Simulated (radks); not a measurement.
The numbers below are computed, except where a source is named.
Os VIII, 69 electrons, occupied as [Xe] 4f(5/2: 6, 7/2: 7) 5d(3/2: 2, 5/2: 0) (not the ground configuration). Code: a radial shooting solver on a logarithmic mesh with Libxc functionals. Model: Dirac Kohn-Sham, PBE, spin-unpolarised, spherical densities, finite nucleus; Fermi nuclear charge, rms radius 5.4126 fm.

Unscreened Slater integrals over Kohn-Sham orbitals (cm^-1). Large and small components are both included. Empty in this configuration: 5d5/2.

integral,value
"F0(5d3/2,5d3/2)",147410
"F2(5d3/2,5d3/2)",79113
"F0(5d3/2,5p3/2)",159580
"F2(5d3/2,5p3/2)",83802
"G1(5d3/2,5p3/2)",104260
"G3(5d3/2,5p3/2)",65548
"F0(5d3/2,5p1/2)",163640
"G1(5d3/2,5p1/2)",98814
"F0(5d3/2,4f7/2)",185480
"F2(5d3/2,4f7/2)",49734
"G3(5d3/2,4f7/2)",16609
"G5(5d3/2,4f7/2)",13313
"F0(5d3/2,5d5/2)",145950
"F2(5d3/2,5d5/2)",78324
"G2(5d3/2,5d5/2)",78237
"G4(5d3/2,5d5/2)",53025
"F0(5p3/2,5p3/2)",176340
"F2(5p3/2,5p3/2)",95946
"F0(5p3/2,5p1/2)",182370
"G2(5p3/2,5p1/2)",97073
"F0(5p3/2,4f7/2)",215660
"F2(5p3/2,4f7/2)",68467
"G2(5p3/2,4f7/2)",26447
"G4(5p3/2,4f7/2)",22430
"F0(5p3/2,5d5/2)",157600
"F2(5p3/2,5d5/2)",82166
"G1(5p3/2,5d5/2)",101110
"G3(5p3/2,5d5/2)",63585
"F0(5p1/2,5p1/2)",189380
"F0(5p1/2,4f7/2)",229030
"G4(5p1/2,4f7/2)",27361
"F0(5p1/2,5d5/2)",161460
"G3(5p1/2,5d5/2)",59622
"F0(4f7/2,4f7/2)",370570
"F2(4f7/2,4f7/2)",183100
"F4(4f7/2,4f7/2)",116370
"F6(4f7/2,4f7/2)",84156
"F0(4f7/2,5d5/2)",182270
"F2(4f7/2,5d5/2)",47914
"F4(4f7/2,5d5/2)",23317
"G1(4f7/2,5d5/2)",16500
"G3(4f7/2,5d5/2)",15745
"G5(4f7/2,5d5/2)",12662
"F0(5d5/2,5d5/2)",144540
"F2(5d5/2,5d5/2)",77637
"F4(5d5/2,5d5/2)",52624
